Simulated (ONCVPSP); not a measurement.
**Varying the ONCV potential for technetium (Tc)**

Base potential:

ONCVPSP 4.0.1 input, shortened (lines: element, Z, core and valence counts, functional; n l f; lmax; l rc ep ncon nbas qcut; lloc lpopt rc5 dvloc0; l nproj debl; icmod fcfact rcfact), PBE, scalar-relativistic:

```
  Tc 43.00    8    2        4      upf
    1    0    2.00
    2    0    2.00
    2    1    6.00
    3    0    2.00
    3    1    6.00
    3    2   10.00
    4    0    2.00
    4    1    6.00
    4    2    5.00
    5    0    2.00
    2
    0    2.70    0.00    4    7    2.00
    1    2.30    0.06    4    8    3.30
    2    2.25    0.00    4    9    5.80
    4    2    1.85    2.00
    0    2    3.90
    1    3    1.60
    2    2    2.40
    2    0.55    1.10
```

All-electron outer shells of the reference configuration (PBE, scalar-relativistic, ld1.x):

| shell | level (eV) | outermost node (bohr) | outermost maximum (bohr) |
| --- | --- | --- | --- |
| 4p | -45.34 | 0.51 | 1.03 |
| 4d | -6.66 | 0.50 | 1.27 |
| 5s | -5.04 | 1.28 | 2.72 |

Cutoffs, loose and tight: the cutoffs (Ha) at which the residual kinetic energy of the hardest occupied pseudo-wave falls to 1 and 0.1 mHa per electron. They do not see the model core or the augmentation charge, which bear on the density cutoff. Test errors are all-electron minus pseudo excitation energies from the reference, over the configurations 4d5 5s1; 4d5 5s0; 4d4 5s0; 4d4 5s2. A dash means not determined; rows that change the core or the reference have their own tests.

For the base: The cutoffs count occupied waves only; projector 2 of the p channel, the hardest unoccupied one, needs 45 Ha at the loose tolerance.

A true bound ghost makes a file unfit for plane-wave use even where its test errors are small: the radial tests pick states by their node count and pass the ghost by.

| change | outcome | cutoff, loose | cutoff, tight | bound ghosts | GHOST(+) flags above zero | largest test error (meV) |
| --- | --- | --- | --- | --- | --- | --- |
| base | generated | 14 Ha | 17 Ha | p | s | -83 |
| p: debl 0.25 | generated | 14 Ha | 17 Ha | p | s, p | -83 |
| p: debl 0.45 | generated | 14 Ha | 17 Ha | p | s | -83 |
| p: debl 0.8 | generated | 14 Ha | 17 Ha | p | s, p | -83 |
| p: debl 1.3 | generated | 14 Ha | 17 Ha | p | s | -83 |
| p: debl 2.2 | generated | 14 Ha | 17 Ha | p | s | -83 |

(1) What comes out with this change to the base: p: debl 4.75?

Results:

(1) outcome: generated; cutoff, loose: 14 Ha; cutoff, tight: 17 Ha; bound ghosts: none; GHOST(+) flags above zero: s, p; largest test error (meV): -83.

Reading the sweep of the debl of the p channel (base included, trends over the rows without a ghost): Bound ghosts are found at 0.25, 0.45, 0.8, 1.3, 1.6, 2.2 Ha.
